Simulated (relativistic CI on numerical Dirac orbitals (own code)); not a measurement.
Method of calculation: Dirac-Coulomb-Breit CI, KLI orbitals optimised for each configuration, QED by a radiative potential, unscaled Slater integrals (own radial code, finite nucleus).

The strongest absorption lines from the ground level of an ion, among the configurations computed and to levels below about 235 eV (vacuum wavelength in Å, gf): 117.35 (0.0069), 131.34 (0.012), 137.80 (0.73), 146.31 (0.037), 159.66 (0.15), 193.37 (0.039), 225.09 (0.085).

Question: Which ion is it?
A. Ge18+
B. Ge20+
C. Zn16+
D. Se20+

Answer: A. Ge18+ has 14 electrons and the ground level 3s²3p² ³P0; the strongest line goes to 3s²3p3d ³D°1. The pattern of lines fixes the number of electrons, and along that sequence the line energies rise steadily with the charge (about as its square where n changes within one kind of shell, about linearly where n is kept but much faster in heavy ions where fine structure, which grows about as Z⁴, sets the gap, and irregularly where shells cross), which fixes Z. Configurations outside the model, such as inner-shell arrays, can give stronger lines. At this charge energies of transitions that change n are usually good to better than 1 %, and those within a shell (Δn = 0) to a few per cent.

LS names give the leading component of a level, which can be under half, so a name can repeat, a term be missing and a line seem to break the LS rules.
